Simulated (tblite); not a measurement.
C7H14Si.
Z-matrix (Å and degrees, GFN2-xTB geometry), rows numbered from 1:
```
C 
C   1  1.3217
C   2  1.4841  1  124.19
Si  3  1.8925  2  111.15  1    95.68
C   3  1.5089  2  117.41  1  -122.20
C   5  1.4970  3   60.14  2   107.35
C   6  1.5093  3  122.86  5  -110.19
C   7  1.5250  6  111.30  3   -83.55
H   1  1.0778  2  121.45  3     1.71
H   1  1.0767  2  122.21  3  -178.51
H   2  1.0839  1  120.21  3   177.88
H   4  1.4646  3  111.20  2   168.89
H   4  1.4647  3  107.66  2    50.16
H   4  1.4640  3  109.47  2   -68.91
H   5  1.0814  3  118.36  6  -108.43
H   5  1.0807  3  118.37  6   107.88
H   6  1.0866  3  114.89  5   106.34
H   7  1.0944  6  108.96  3   155.83
H   7  1.0906  6  109.92  3    38.01
H   8  1.0873  7  110.75  6   179.27
H   8  1.0873  7  110.20  6    59.11
H   8  1.0881  7  110.43  6   -60.72
```

Method: GFN2-xTB as coded in tblite; computed harmonic values from a numerical Hessian at the method's own geometry, unscaled. The method is semi-empirical: single wavenumbers can be off by several per cent or more. Modes of hydrogen on silicon can be 10 to 20 % off. One conformer, not necessarily the lowest.

Harmonic wavenumbers (cm⁻¹): 42.1, 52.8, 100.4, 112.4, 176.8, 206.9, 225.5, 240.7, 295.7, 398.2, 449.1, 472.5, 536.3, 571.8, 582.8, 651.2, 771.8, 791.9, 805.2, 812.8, 843.2, 881.5, 887.5, 939.8, 971.3, 1010.1, 1016.4, 1041.6, 1061.3, 1076.1, 1102.4, 1121.7, 1182.2, 1198.2, 1248.4, 1284.8, 1289.0, 1328.1, 1405.3, 1411.2, 1421.7, 1480.2, 1486.6, 1501.7, 1505.8, 1696.7, 2248.8, 2257.4, 2260.9, 2949.2, 2994.4, 3009.9, 3029.5, 3030.7, 3036.8, 3041.6, 3067.1, 3075.8, 3099.0, 3123.0.

A = 1841, B = 1342, C = 1162 MHz; mass 126.086 u (most abundant isotopes); point group C1, symmetry number 1.

Q: Zero-point energy?

A: Half the sum of the wavenumbers: 39957 cm⁻¹ = 477.99 kJ/mol.

Q: What is S at 500 K and 1 bar for an ideal gas of classical rigid rotors and harmonic oscillators?

A: Translation 179.93, rotation 128.22, vibration 234.49: S = 542.6 J/(mol K).

Q: And Cp and H(500 K) − H(0)?

A: Cp = 267.82 J/(mol K), of which vibrations give 234.56 (their classical limit is 60 R = 498.9); H(500 K) − H(0) = 76.58 kJ/mol without the zero-point energy, 59.95 from vibrations.

Q: Which modes carry the vibrational entropy at 500 K?

A: 42.1 cm⁻¹: 25.87; 52.8 cm⁻¹: 23.99; 100.4 cm⁻¹: 18.67; 112.4 cm⁻¹: 17.74; 176.8 cm⁻¹: 14.02; 206.9 cm⁻¹: 12.75 J/(mol K); the other 54 give 121.46 together.

Q: How do the functions run with temperature in this model?

A: 
```json
{"T (K)": "50", "S (J/(mol K))": "248.3", "Cp (J/(mol K))": "58.7", "H − H(0) (kJ/mol)": "2.21", "G − H(0) (kJ/mol)": "-10.21", "ln q(vib)": "0.71"}
{"T (K)": "100", "S (J/(mol K))": "297.1", "Cp (J/(mol K))": "83.8", "H − H(0) (kJ/mol)": "5.79", "G − H(0) (kJ/mol)": "-23.91", "ln q(vib)": "2.14"}
{"T (K)": "298.15", "S (J/(mol K))": "428.7", "Cp (J/(mol K))": "176.6", "H − H(0) (kJ/mol)": "31.29", "G − H(0) (kJ/mol)": "-96.52", "ln q(vib)": "7.94"}
{"T (K)": "373.15", "S (J/(mol K))": "472.3", "Cp (J/(mol K))": "213.5", "H − H(0) (kJ/mol)": "45.93", "G − H(0) (kJ/mol)": "-130.32", "ln q(vib)": "10.11"}
{"T (K)": "750", "S (J/(mol K))": "666.9", "Cp (J/(mol K))": "344.6", "H − H(0) (kJ/mol)": "153.84", "G − H(0) (kJ/mol)": "-346.33", "ln q(vib)": "20.86"}
{"T (K)": "1000", "S (J/(mol K))": "773.4", "Cp (J/(mol K))": "395.2", "H − H(0) (kJ/mol)": "246.72", "G − H(0) (kJ/mol)": "-526.71", "ln q(vib)": "27.51"}
```

q(vib) and H(0) count from the zero-point level.

Q: Blend soft modes into free rotors: weight 1/[1 + (100 cm⁻¹/ν̃)⁴] for the oscillator and the rest for a rotor with moment μB/(μ + B), μ = h/(8π²ν), B = 10⁻⁴⁴ kg m². What vibrational entropy results?

A: 215.61 J/(mol K) in place of 234.49, which changes −T·S at 500 K by +9.44 kJ/mol.

Q: What must be added to the electronic energy to get the Gibbs energy at 500 K and 1 bar?

A: ZPE + [H(500 K) − H(0)] − T·S = 477.99 + 76.58 − 271.32 = 283.25 kJ/mol.

Hindered rotation and anharmonicity are outside this model. Other conformers, if any are populated, would add a mixing term that is left out. The structure is chiral; the term R ln 2 for an equal mix with its mirror image is left out.
